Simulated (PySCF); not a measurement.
C3H9AlO2 (SMILES C[CH2][Al]([OH])[O]C), singlet, at a GFN2-xTB geometry (such geometries of metal compounds can be far from the true shape), with bond 8-3 at 1.4 times its length; CASSCF(6,8)/STO-3G run with PySCF.

Input for PySCF:
```python
from pyscf import gto, scf, mcscf
import numpy

mol = gto.M(
    atom='''
Al   -0.172406    0.248664    0.164887
C     1.677419   -0.406035   -0.284706
C     2.801955    0.460600    0.275200
H     1.771589   -0.475693   -1.371832
H     1.785223   -1.431173    0.080121
H     2.747598    0.511491    1.360103
H     2.735290    1.476036   -0.108213
H     4.166854   -0.107429   -0.109375
O    -0.338900    1.613706    1.067619
H    -0.461850    2.395401    1.584914
O    -1.411570   -0.671219   -0.429634
C    -2.459936   -1.444617   -0.925672
H    -2.296227   -2.497746   -0.681237
H    -3.409656   -1.125099   -0.488329
H    -2.520437   -1.340310   -2.012367
''',
    basis='sto-3g',
    charge=0,
    spin=0,
    verbose=4,
)

mf = scf.RHF(mol)
mf.kernel()
mc = mcscf.CASSCF(mf, 8, 6)
mc.fix_spin_(ss=0.0)
mc.kernel()
occ = numpy.linalg.eigvalsh(mc.fcisolver.make_rdm1(mc.ci, mc.ncas, mc.nelecas))[::-1]
ss = mc.fcisolver.spin_square(mc.ci, mc.ncas, mc.nelecas)[0]
print('natural occupations', occ.round(4), ' <S^2>', round(ss, 4))
```

Predict the main parts of the log of this PySCF run.


```
PySCF version 2.14.0

[INPUT] verbose = 4
[INPUT] num. atoms = 15
[INPUT] num. electrons = 56
[INPUT] charge = 0
[INPUT] spin (= nelec alpha-beta = 2S) = 0
[INPUT] symmetry False subgroup None
[INPUT] Mole.unit = angstrom
[INPUT] Symbol           X                Y                Z      unit          X                Y                Z       unit  Magmom
[...]
nuclear repulsion = 288.665155031588
number of shells = 29
number of NR pGTOs = 129
number of NR cGTOs = 43
basis = sto-3g
ecp = {}

******** <class 'pyscf.scf.hf.RHF'> ********
method = RHF
initial guess = minao
damping factor = 0
level_shift factor = 0
DIIS = <class 'pyscf.scf.diis.CDIIS'>
diis_start_cycle = 1
diis_space = 8
diis_damp = 0
SCF conv_tol = 1e-09
SCF conv_tol_grad = None
SCF max_cycles = 50
direct_scf = True
direct_scf_tol = 1e-13
Set gradient conv threshold to 3.16228e-05
Initial guess from minao.
init E= -504.365447426361
[...]
cycle= 1 E= -503.948412099553  delta_E= 0.417  |g|= 0.657  |ddm|= 4.48
[...]
cycle= 2 E= -504.102906145973  delta_E= -0.154  |g|= 0.163  |ddm|= 1.14
[...]
cycle= 3 E= -504.112117235889  delta_E= -0.00921  |g|= 0.0327  |ddm|= 0.249
[...]
cycle= 4 E= -504.112723206043  delta_E= -0.000606  |g|= 0.00645  |ddm|= 0.0757
[...]
cycle= 5 E= -504.11274521562  delta_E= -2.2e-05  |g|= 0.00138  |ddm|= 0.0142
[...]
cycle= 6 E= -504.112746399519  delta_E= -1.18e-06  |g|= 0.000308  |ddm|= 0.00325
[...]
cycle= 7 E= -504.112746462314  delta_E= -6.28e-08  |g|= 4.79e-05  |ddm|= 0.000807
[...]
cycle= 8 E= -504.112746463788  delta_E= -1.47e-09  |g|= 1.38e-05  |ddm|= 0.000119
[...]
cycle= 9 E= -504.11274646391  delta_E= -1.23e-10  |g|= 3.48e-06  |ddm|= 3.4e-05
[...]
Extra cycle  E= -504.112746463919  delta_E= -8.3e-12  |g|= 1.48e-06  |ddm|= 8.35e-06
converged SCF energy = -504.112746463919

******** <class 'pyscf.mcscf.mc1step.CASSCF'> ********
CAS (3e+3e, 8o), ncore = 25, nvir = 10
max_cycle_macro = 50
max_cycle_micro = 4
conv_tol = 1e-07
conv_tol_grad = None
orbital rotation max_stepsize = 0.02
orbital rotation threshold for CI restart = 0.01
augmented hessian ah_max_cycle = 30
augmented hessian ah_conv_tol = 1e-12
augmented hessian ah_linear dependence = 1e-14
augmented hessian ah_level shift = 1e-08
augmented hessian ah_start_tol = 2.5
augmented hessian ah_start_cycle = 3
augmented hessian ah_grad_trust_region = 3
kf_trust_region = 3
kf_interval = 4
ci_response_space = 4
ci_grad_trust_region = 3
with_dep4 0
natorb = False
canonicalization = True
sorting_mo_energy = False
ao2mo_level = 2
internal_rotation = False
******** <class 'pyscf.fci.addons.SpinPenaltyFCISolver'> ********
max. cycles = 50
conv_tol = 1e-08
davidson only = True
linear dependence = 1e-12
level shift = 0.001
max iter space = 12
nroots = 1
pspace_size = 400
spin = None
CASCI E = -504.120632899407  S^2 = 0.0000000
Set conv_tol_grad to 0.000316228
macro iter   1 ( 21 JK    4 micro), CASSCF E = -504.128985808661  dE = -8.35290925e-03  S^2 = 0.0000000
               |grad[o]|=0.013  |grad[c]|=0.0328  |ddm|=0.0376  |maxRot[o]|=0.249
macro iter   2 ( 21 JK    4 micro), CASSCF E = -504.133531837805  dE = -4.54602914e-03  S^2 = 0.0000000
               |grad[o]|=0.0131  |grad[c]|=0.0796  |ddm|=0.0237  |maxRot[o]|=0.276
macro iter   3 ( 21 JK    4 micro), CASSCF E = -504.136778814087  dE = -3.24697628e-03  S^2 = 0.0000000
               |grad[o]|=0.0186  |grad[c]|=0.0139  |ddm|=0.0123  |maxRot[o]|=0.138
macro iter   4 ( 12 JK    3 micro), CASSCF E = -504.139349995895  dE = -2.57118181e-03  S^2 = 0.0000000
               |grad[o]|=0.0144  |grad[c]|=0.0214  |ddm|=0.0211  |maxRot[o]|=0.124
macro iter   5 ( 21 JK    4 micro), CASSCF E = -504.140606101195  dE = -1.25610530e-03  S^2 = 0.0000000
               |grad[o]|=0.0105  |grad[c]|=0.00818  |ddm|=0.00362  |maxRot[o]|=0.0845
macro iter   6 ( 21 JK    4 micro), CASSCF E = -504.141677375744  dE = -1.07127455e-03  S^2 = 0.0000000
               |grad[o]|=0.00782  |grad[c]|=0.00658  |ddm|=0.00671  |maxRot[o]|=0.0757
[...]
               |grad[o]|=0.00322  |grad[c]|=0.00363  |ddm|=0.00205  |maxRot[o]|=0.00773
macro iter  33 ( 21 JK    4 micro), CASSCF E = -504.154142889240  dE = -2.90502214e-07  S^2 = 0.0000000
               |grad[o]|=0.00321  |grad[c]|=0.00365  |ddm|=0.00199  |maxRot[o]|=0.00685
macro iter  34 ( 21 JK    4 micro), CASSCF E = -504.154141557936  dE =  1.33130345e-06  S^2 = 0.0000000
               |grad[o]|=0.00321  |grad[c]|=0.00367  |ddm|=0.00193  |maxRot[o]|=0.00603
macro iter  35 ( 21 JK    4 micro), CASSCF E = -504.154430479595  dE = -2.88921658e-04  S^2 = 0.0000000
               |grad[o]|=0.00321  |grad[c]|=0.00124  |ddm|=0.00108  |maxRot[o]|=0.048
macro iter  36 ( 12 JK    3 micro), CASSCF E = -504.154454856109  dE = -2.43765141e-05  S^2 = 0.0000000
               |grad[o]|=0.0026  |grad[c]|=0.000413  |ddm|=0.000628  |maxRot[o]|=0.00678
macro iter  37 ( 21 JK    4 micro), CASSCF E = -504.154454373825  dE =  4.82283838e-07  S^2 = 0.0000000
               |grad[o]|=0.00253  |grad[c]|=0.00236  |ddm|=0.00121  |maxRot[o]|=0.00407
macro iter  38 ( 17 JK    4 micro), CASSCF E = -504.154690605553  dE = -2.36231728e-04  S^2 = 0.0000000
               |grad[o]|=0.00254  |grad[c]|=0.000886  |ddm|=0.0012  |maxRot[o]|=0.051
macro iter  39 ( 20 JK    4 micro), CASSCF E = -504.154742339497  dE = -5.17339435e-05  S^2 = 0.0000000
               |grad[o]|=0.00193  |grad[c]|=0.00137  |ddm|=0.00116  |maxRot[o]|=0.023
macro iter  40 ( 21 JK    4 micro), CASSCF E = -504.154737514113  dE =  4.82538411e-06  S^2 = 0.0000000
               |grad[o]|=0.00177  |grad[c]|=0.00188  |ddm|=0.000723  |maxRot[o]|=0.00445
macro iter  41 ( 15 JK    3 micro), CASSCF E = -504.154849240066  dE = -1.11725953e-04  S^2 = 0.0000000
               |grad[o]|=0.0018  |grad[c]|=0.000443  |ddm|=0.000653  |maxRot[o]|=0.0343
macro iter  42 ( 20 JK    4 micro), CASSCF E = -504.154874371871  dE = -2.51318052e-05  S^2 = 0.0000000
               |grad[o]|=0.00137  |grad[c]|=0.00116  |ddm|=0.00052  |maxRot[o]|=0.00908
macro iter  43 ( 21 JK    4 micro), CASSCF E = -504.154869884840  dE =  4.48703150e-06  S^2 = 0.0000000
               |grad[o]|=0.00127  |grad[c]|=0.00181  |ddm|=0.000532  |maxRot[o]|=0.0037
macro iter  44 ( 21 JK    4 micro), CASSCF E = -504.154945688318  dE = -7.58034788e-05  S^2 = 0.0000000
               |grad[o]|=0.0013  |grad[c]|=0.000482  |ddm|=0.000325  |maxRot[o]|=0.0323
macro iter  45 ( 21 JK    4 micro), CASSCF E = -504.154943137952  dE =  2.55036593e-06  S^2 = 0.0000000
               |grad[o]|=0.000868  |grad[c]|=0.00111  |ddm|=0.00036  |maxRot[o]|=0.00238
macro iter  46 ( 25 JK    4 micro), CASSCF E = -504.154985299773  dE = -4.21618201e-05  S^2 = 0.0000000
               |grad[o]|=0.000901  |grad[c]|=0.000376  |ddm|=0.000222  |maxRot[o]|=0.027
macro iter  47 ( 21 JK    4 micro), CASSCF E = -504.154983904586  dE =  1.39518636e-06  S^2 = 0.0000000
               |grad[o]|=0.000527  |grad[c]|=0.000891  |ddm|=0.000258  |maxRot[o]|=0.00164
macro iter  48 ( 25 JK    4 micro), CASSCF E = -504.155003384163  dE = -1.94795767e-05  S^2 = 0.0000000
               |grad[o]|=0.000558  |grad[c]|=0.000302  |ddm|=0.000144  |maxRot[o]|=0.022
macro iter  49 (  6 JK    2 micro), CASSCF E = -504.155006062931  dE = -2.67876771e-06  S^2 = 0.0000000
               |grad[o]|=0.000233  |grad[c]|=0.000176  |ddm|=0.000131  |maxRot[o]|=0.00664
macro iter  50 (  3 JK    1 micro), CASSCF E = -504.155007588424  dE = -1.52549291e-06  S^2 = 0.0000000
               |grad[o]|=0.000144  |grad[c]|=0.000265  |ddm|=7.49e-05  |maxRot[o]|=0.00909
1-step CASSCF not converged,  50 macro (981 JK 190 micro) steps
CASSCF canonicalization
Density matrix diagonal elements [1.97626882 1.98949158 1.97666699 0.0166978  0.00584518 0.00508308
 0.01349825 0.0164483 ]
CASSCF energy = -504.155007588424
CASCI E = -504.155007588424  E(CI) = -9.01801184315468  S^2 = 0.0000000
natural occupations [1.9911e+00 1.9793e+00 1.9742e+00 2.4800e-02 1.9900e-02 8.1000e-03
 1.8000e-03 8.0000e-04]  <S^2> 0.0
```

Convergence was not reached.
